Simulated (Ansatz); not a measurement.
C$_{2}$H$_{3}$GaO, SMILES `O[C]1=[CH][GaH]1`. Charge 0, multiplicity 1. Geometry: relaxed with PBE0-D4/def2-TZVP. It is one conformer, not always the lowest.

```xyz
7

O     0.991   -0.842    1.274
C     0.278   -0.229    0.318
C    -0.883    0.466    0.446
Ga   -0.339    0.452   -1.352
H     1.763   -1.246    0.869
H    -1.504    0.695    1.308
H    -0.307    0.704   -2.863
```

(1) What is the dipole moment at ωB97M-V/def2-TZVPP? (Estimate.)

(2) And with PBE, r2SCAN, B3LYP? (An estimate is asked.)

(3) Give the Mulliken charges with ωB97M-V, r2SCAN, B3LYP in def2-TZVPP. (Estimate.)

Results:

(1) The calculation gave: 2.01 D, with components (0.96, -0.28, -1.75) D in this frame, pointing from negative to positive charge.

(2) Computed: PBE 1.71 D, r2SCAN 1.78 D, B3LYP 1.89 D.

(3) The calculation gave: 
```json
{"atom": "O1", "ωB97M-V": "-0.26", "r2SCAN": "-0.29", "B3LYP": "-0.26"}
{"atom": "C2", "ωB97M-V": "0.02", "r2SCAN": "0.05", "B3LYP": "0.05"}
{"atom": "C3", "ωB97M-V": "-0.26", "r2SCAN": "-0.24", "B3LYP": "-0.22"}
{"atom": "Ga4", "ωB97M-V": "0.08", "r2SCAN": "0.11", "B3LYP": "0.04"}
{"atom": "H5", "ωB97M-V": "0.20", "r2SCAN": "0.23", "B3LYP": "0.21"}
{"atom": "H6", "ωB97M-V": "0.12", "r2SCAN": "0.08", "B3LYP": "0.11"}
{"atom": "H7", "ωB97M-V": "0.10", "r2SCAN": "0.06", "B3LYP": "0.06"}
```

B3LYP here is the variant with VWN-RPA as its local correlation; programs differ in this.
